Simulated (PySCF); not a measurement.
## From a log to its input

A PySCF 2.14 run on the atoms Se 0 0 0; Se 0 0 2.386 (angstrom) printed this (some set-up lines and the per-cycle HOMO/LUMO lines with their warnings removed):

```
PySCF version 2.14.0


nuclear repulsion = 256.382588358558
number of shells = 12
number of NR pGTOs = 154
number of NR cGTOs = 54
basis = cc-pvdz-dk
ecp = {}

******** <class 'pyscf.df.df_jk.DFsfX2C1eUKS'> ********
method = DFsfX2C1eUKS
initial guess = minao
damping factor = 0
level_shift factor = 0
DIIS = <class 'pyscf.scf.diis.CDIIS'>
SCF conv_tol = 1e-09
SCF max_cycles = 50
number electrons alpha = 35  beta = 33
XC functionals = blyp

grids dens level: 3

******** <class 'pyscf.x2c.sfx2c1e.SpinFreeX2CHelper'> ********
approx = 1e
xuncontract = 1
tot grids = 40848
init E= -4859.76397658681

cycle= 1 E= -4859.75359153976  delta_E= 0.0104  |g|= 0.0698  |ddm|= 1.09
cycle= 2 E= -4859.75532176072  delta_E= -0.00173  |g|= 0.0261  |ddm|= 0.0913
cycle= 3 E= -4859.7556285789  delta_E= -0.000307  |g|= 0.0139  |ddm|= 0.0373
cycle= 4 E= -4859.7557605015  delta_E= -0.000132  |g|= 0.000801  |ddm|= 0.0127
cycle= 5 E= -4859.75576085247  delta_E= -3.51e-07  |g|= 0.00018  |ddm|= 0.00111
cycle= 6 E= -4859.75576086998  delta_E= -1.75e-08  |g|= 2.74e-05  |ddm|= 0.000308
cycle= 7 E= -4859.75576087045  delta_E= -4.77e-10  |g|= 7.87e-07  |ddm|= 4.39e-05
Extra cycle  E= -4859.75576087045  delta_E= 5.46e-12  |g|= 1.4e-06  |ddm|= 2.36e-06
converged SCF energy = -4859.75576087045  <S^2> = 2.0013114  2S+1 = 3.0008741

******** <class 'pyscf.tdscf.uks.CasidaTDDFT'> for <class 'pyscf.df.df_jk.DFsfX2C1eUKS'> ********
nstates = 8
deg_eia_thresh = 1.000e-03
wfnsym = None
conv_tol = 1e-05
eigh lindep = 1e-12
eigh level_shift = 0
eigh max_cycle = 100

Excitation energies (eV)
[1.97725156 1.97725415 2.00218039 2.78690172 2.78690172 3.08333242
 3.57748649 3.57748649]

** Excitation energies and oscillator strengths **
Excited State   1:      1.97725 eV    627.05 nm  f=0.0000
      32b ->   34b     -0.70577
      33b ->   35b      0.70577
Excited State   2:      1.97725 eV    627.05 nm  f=0.0000
      32b ->   35b     -0.70577
      33b ->   34b     -0.70577
Excited State   3:      2.00218 eV    619.25 nm  f=0.0000
      32b ->   34b      0.31224
      32b ->   35b      0.63444
      33b ->   34b     -0.63444
      33b ->   35b      0.31224
Excited State   4:      2.78690 eV    444.88 nm  f=0.0006
      35a ->   36a      0.99979
Excited State   5:      2.78690 eV    444.88 nm  f=0.0006
      34a ->   36a     -0.99979
Excited State   6:      3.08333 eV    402.11 nm  f=0.0623
      31a ->   36a     -0.27014
      31b ->   36b     -0.18452
      32b ->   34b     -0.61572
      32b ->   35b      0.30302
      33b ->   34b     -0.30302
      33b ->   35b     -0.61572
Excited State   7:      3.57749 eV    346.57 nm  f=0.0000
      32a ->   36a     -0.21738
      33a ->   36a     -0.11999
      31b ->   34b     -0.93885
      32b ->   36b      0.21124
      33b ->   36b      0.11033
Excited State   8:      3.57749 eV    346.57 nm  f=0.0000
      32a ->   36a     -0.11999
      33a ->   36a      0.21738
      31b ->   35b      0.93885
      32b ->   36b      0.11033
      33b ->   36b     -0.21124

** Transition electric dipole moments (AU) **
state          X           Y           Z        Dip. S.      Osc.
  1        -0.0000     -0.0000     -0.0000      0.0000      0.0000
  2        -0.0000      0.0000     -0.0000      0.0000      0.0000
  3         0.0000     -0.0000      0.0000      0.0000      0.0000
  4        -0.0172      0.0889      0.0000      0.0082      0.0006
  5        -0.0889     -0.0172      0.0000      0.0082      0.0006
  6         0.0000      0.0000     -0.9085      0.8253      0.0623
  7         0.0000      0.0000      0.0000      0.0000      0.0000
  8         0.0000     -0.0000     -0.0000      0.0000      0.0000

** Transition velocity dipole moments (imaginary part, AU) **
state          X           Y           Z        Dip. S.      Osc.
  1         0.0000     -0.0000     -0.0000      0.0000      0.0000
  2         0.0000      0.0000     -0.0000      0.0000      0.0000
  3        -0.0000      0.0000     -0.0000      0.0000      0.0000
  4        -0.0019      0.0096      0.0000      0.0001      0.0006
  5        -0.0096     -0.0019     -0.0000      0.0001      0.0006
  6         0.0000      0.0000     -0.0875      0.0076      0.0450
  7         0.0000      0.0000      0.0000      0.0000      0.0000
  8         0.0000     -0.0000     -0.0000      0.0000      0.0000

** Transition magnetic dipole moments (imaginary part, AU) **
state          X           Y           Z
  1        -0.0000     -0.0000      0.0000
  2         0.0000     -0.0000     -0.0000
  3         0.0000      0.0000     -0.0000
  4        -0.0000     -0.0000     -0.0000
  5         0.0000     -0.0000     -0.0000
  6         0.0000     -0.0000     -0.0000
  7         0.2654     -1.1697     -0.0000
  8        -1.1697     -0.2654     -0.0000
Dipole moment(X, Y, Z, Debye):  0.00000,  0.00000,  0.00003
orbital energies (hartree): [array([-0.271 , -0.2032, -0.2032, -0.1025,  0.2848,  0.3166]), array([-0.3021, -0.2425, -0.2425, -0.1689, -0.1689, -0.0886])]
```

**Question.** Write the input that gave this log.

**Answer.** The input was:

```python
from pyscf import gto, dft, tdscf

mol = gto.M(
    atom='Se 0 0 0; Se 0 0 2.386',
    basis='cc-pvdz-dk',
    charge=0,
    spin=2,
    verbose=4,
)
mf = dft.UKS(mol, xc='blyp')
mf = mf.sfx2c1e()
mf = mf.density_fit(auxbasis='def2-universal-jkfit')
mf.kernel()
td = tdscf.TDDFT(mf)
td.nstates = 8
td.kernel()
td.analyze()
mf.dip_moment()
print('orbital energies (hartree):', [e[max(0, n-3):n+3].round(4) for e, n in zip(mf.mo_energy, mol.nelec)])
```

The bond length is a typed value, not an optimised one. No search for the lowest solution was made.
